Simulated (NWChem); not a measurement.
System: RbF; SMILES [Rb][F]

Program: NWChem. def2 effective core potentials on Rb; no spin-orbit coupling. Each level has its own optimisation; frequencies are unscaled.

```
level           basis functions  r F–Rb (Å)  highest harmonic frequency (cm⁻¹)  zero-point energy (kcal/mol)
--------------  ---------------  ----------  ---------------------------------  ----------------------------
PBE/def2-SVP                 38       2.318                                381                           0.5
PBE/def2-SVPD                50       2.371                                347                           0.5
PBE/def2-TZVP                64       2.355                                358                           0.5
PBE/def2-TZVPD               73       2.369                                348                           0.5
PBE/def2-TZVPP               71       2.347                                358                           0.5
```
